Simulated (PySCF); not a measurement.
Exercise with solution: chemical shift, span and skew from a shielding tensor

CH7ClN2Si2, SMILES N[Si@]1(Cl)NC[SiH2]1. Atoms are numbered in the order given.

```xyz
13

N      1.9519     0.7818    -0.8043
Si     0.5008     0.1939    -0.1069
Cl     0.7126     0.7409     1.9163
N      0.2008    -1.4729    -0.4564
C     -1.2376    -1.6708    -0.7192
Si    -1.7234     0.2006    -0.8370
H      2.4751     1.5415    -0.3834
H      2.1512     0.6598    -1.7915
H      0.7899    -2.2896    -0.3131
H     -1.4226    -2.2314    -1.6531
H     -1.7683    -2.1926     0.0989
H     -2.0259     0.6297    -2.2354
H     -2.8409     0.6278     0.0534
```

The structure is a stationary point at B3LYP-D3(BJ)/def2-SVP. The structure was generated by enumeration; whether it is a known compound was not checked. The values are those of a single conformer.

GIAO shieldings from PBE0/pcSseg-1 in PySCF, non-relativistic, no solvent. The symmetric part of the tensor of Si6 has the principal values 304.5, 377.8, 458.7 ppm. The same nucleus in TMS has σ = 352.7 ppm at this level (PySCF, at its B3LYP-D3(BJ)/def2-TZVP geometry). Without spin–orbit terms, shifts of atoms bonded to Cl or Br come out too high.

### Question
Work out the isotropic shielding, the ²⁹Si shift against TMS, the span and the skew.

### Answer

σ(iso) = (σ11 + σ22 + σ33)/3 = 380.3 ppm. δ = σ(ref) − σ(iso) = 352.7 − (380.3) = -27.6 ppm.
Span Ω = σ33 − σ11 = 154.2 ppm. Skew κ = 3(σ(iso) − σ22)/Ω = 0.05. Tumbling in solution averages the tensor to δ; in a static solid the shielding alone would spread this spin-1/2 line over Ω.
